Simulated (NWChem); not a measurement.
Species: InCl2 cation; SMILES [Cl][In+][Cl]

Computed with NWChem. Geometry: optimised at PBE0/def2-SVP. def2 effective core potentials on In; no spin-orbit coupling. Vertical excitations in the gas phase; the lowest state need not have the same character in each row.

### Question
Order these by “lowest excitation, singlet (eV)”, lowest first: Hartree-Fock/def2-SVP, TDHF; PBE/def2-SVP, full TDDFT; LRC-wPBEh/def2-SVP, full TDDFT; B3LYP/def2-SVP, full TDDFT.

### Answer
PBE/def2-SVP, full TDDFT (3.53), B3LYP/def2-SVP, full TDDFT (3.82), LRC-wPBEh/def2-SVP, full TDDFT (4.35), Hartree-Fock/def2-SVP, TDHF (5.50)
